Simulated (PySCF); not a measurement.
TaBr₄, SMILES [Br][Ta]([Br])([Br])[Br] (connectivity only; charge and spin as stated), neutral, multiplicity 2.

Geometry optimised at r2SCAN-D4/def2-SVP. The multiplicity is an assumed one; other spin states were not compared. The def2 effective core potentials stand for the cores of Ta; spin–orbit coupling is left out.

Level of theory: PySCF with TDA-PBE/def2-SVPD.

Vertical excitations; the highest root listed may be one member of a degenerate set. Gas-phase values at a fixed geometry.

Computed lowest excited states:
```csv
state,energy (eV),λ (nm),f,main pairs
root 1,0.32,3921,0.000,α HOMO→LUMO 100 %
root 2,1.04,1196,0.002,α HOMO→LUMO+1 (degenerate set)
root 3,1.04,1196,0.002,α HOMO→LUMO+2 (degenerate set)
root 4,1.67,740,0.010,α HOMO→LUMO+3 99 %
root 5,3.37,368,0.003,"α HOMO−1→LUMO 72 %, β HOMO→LUMO 27 %"
root 6,3.44,360,0.000,α HOMO→LUMO+4 100 %
root 7,3.47,357,0.003,"α HOMO−2→LUMO, β HOMO−1→LUMO (degenerate set)"
root 8,3.47,357,0.003,"α HOMO−3→LUMO, β HOMO−2→LUMO (degenerate set)"
root 9,3.79,327,0.010,"α HOMO−2→LUMO, β HOMO−1→LUMO (degenerate set)"
root 10,3.79,327,0.010,"α HOMO−3→LUMO, β HOMO−2→LUMO (degenerate set)"
```
Unrestricted roots are not spin-pure.
